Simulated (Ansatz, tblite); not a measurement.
Cost and result up the ladder for InH2Cl (4 atoms). The state is a singlet with charge 0. Geometry: PBE0-D4/def2-TZVP.

Cartesian coordinates in Å:
```
In -0.0169 -0.0160 0.2554
H -1.5807 -0.4431 0.7865
H 1.4600 0.3287 1.0362
Cl 0.1376 0.1305 -2.0781
```

Ansatz on 4 threads of Arm Neoverse V1 on a shared host; xTB runs through tblite on one thread. Times are rough, summed over both states, and most runs start from the orbitals of an earlier one. CCSD(T)/def2-TZVPP serves as the yardstick here, not as an exact answer. The other state is a doublet.

In the def2 sets In takes a core potential; there is no spin–orbit coupling. The xTB rows come from tblite. Correlated methods freeze 9 core orbitals; core or outer-core shells of In are correlated, in sets that lack core-valence functions. In CCSD on the charge 1 doublet the largest single amplitude is 0.26, so its Hartree–Fock determinant may place the open shell otherwise than the density functionals do.

Correlated methods converge slowly with the basis.

Raw xTB energies of ions are shifted by several eV.

```json
{"level": "GFN1-xTB", "functions": "22", "wall time": "0.005 s", "vertical IE (eV)": "14.58", "difference from CCSD(T)/def2-TZVPP (eV)": "3.91"}
{"level": "GFN2-xTB", "functions": "20", "wall time": "0.005 s", "vertical IE (eV)": "14.74", "difference from CCSD(T)/def2-TZVPP (eV)": "4.07"}
{"level": "PBE-D4/def2-TZVP (with forces)", "functions": "99", "wall time": "1.6 s", "vertical IE (eV)": "10.13", "difference from CCSD(T)/def2-TZVPP (eV)": "-0.54"}
{"level": "PBE0-D4/def2-TZVP", "functions": "99", "wall time": "2.5 s", "vertical IE (eV)": "10.45", "difference from CCSD(T)/def2-TZVPP (eV)": "-0.22"}
{"level": "r2SCAN-D4/def2-TZVP", "functions": "99", "wall time": "3.6 s", "vertical IE (eV)": "10.31", "difference from CCSD(T)/def2-TZVPP (eV)": "-0.36"}
{"level": "CCSD(T)/def2-TZVPP", "functions": "120", "wall time": "21 s", "vertical IE (eV)": "10.67", "difference from CCSD(T)/def2-TZVPP (eV)": "0.00"}
```
